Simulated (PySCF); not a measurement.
Molecule: `C[SiH2]S[SiH3]`, CH8SSi2.

Mapped SMILES: `[CH3:1][SiH2:2][S:3][SiH3:4]` (H(Xn): hydrogen on atom n).

Geometry PBE0-D3(BJ)/def2-SVP throughout; GIAO in PySCF 2.14, gas phase, one conformer, non-relativistic; equivalent atoms averaged; basis pcSseg-2.

For orientation, PBE0 gives these shifts δ (against TMS, CS2 at the same level): C1 -3.2, Si2 -20.7, Si4 -54.8, S3 -303.3, H(Si2) 4.83, H(Si4) 4.67, H(C1) 0.52 ppm.

A run gave: C1 -3.1, Si2 -20.5, Si4 -54.2, S3 -304.4, H(Si2) 4.80, H(Si4) 4.64, H(C1) 0.52 ppm (shifts δ (against TMS, CS2 at the same level)).

Which functional was used in that run?
A. PBE
B. KT2
C. mPW1PW91
D. HF
E. LC-wPBE

Results:

C. S3 tells them apart best: mPW1PW91 gives -304.4, LC-wPBE gives -329.3, PBE gives -282.9, HF gives -326.8, KT2 gives -269.1 ppm.
